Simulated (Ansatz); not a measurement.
The same path of CH₆FNSn (10 atoms, charge 0, multiplicity 1) was run 3 times with different band settings.

All numbers below come from Ansatz, RKS PBE-D4/def2-SVP.

Relaxed end points:

```xyz
10
Properties=species:S:1:pos:R:3
Sn -0.986 -0.502 -1.104
F 0.351 -0.925 -2.499
N -0.094 -0.346 0.724
C 0.855 0.718 1.020
H 0.199 -1.252 1.108
H -2.051 -1.855 -1.077
H -1.589 1.057 -1.520
H 0.964 0.846 2.121
H 0.473 1.684 0.627
H 1.879 0.575 0.599
```

```xyz
10
Properties=species:S:1:pos:R:3
Sn -0.896 -0.545 -1.156
F 0.521 -1.312 -2.303
N -0.211 -0.247 0.739
C 0.801 0.758 1.032
H -0.073 -1.111 1.273
H -2.138 -1.737 -1.110
H -1.218 1.008 -1.830
H 1.852 0.452 0.811
H 0.760 1.056 2.104
H 0.602 1.679 0.442
```

Common settings: movable images 5; climbing image yes; optimiser quadratic models (default); start path through a guess of the saddle point; iteration limit 60; end points relaxed.

| run | spring | force threshold |
| --- | --- | --- |
| 1 | 5.0 eV/Å² | 0.05 eV/Å |
| 2 | 5.0 eV/Å² | 0.2 eV/Å |
| 3 | 20.0 eV/Å² | 0.05 eV/Å |

**Question.** What does each run give, and how far can it be trusted?

**Answer.** Run 1: converged after 21 iterations, highest image 0.084 eV above the first end. A vibrational analysis at the climbing image gives one clearly imaginary mode, 219i cm⁻¹: a first-order saddle point.
Run 2: converged after 22 iterations, highest image 0.119 eV above the first end. The threshold of 0.2 eV/Å is loose, so the images may lie well off the minimum-energy path. The profile has 2 maxima (images 3, 5) with wells between them (image 4): this band takes more than one step, which may be the mechanism or a detour left from its start path. The order of the stationary point at the top wasn't checked.
Run 3: converged after 44 iterations, highest image 0.084 eV above the first end. Another band between the same ends (5 images) ends at a top of the same energy, where a vibrational analysis finds 1 clearly imaginary mode.
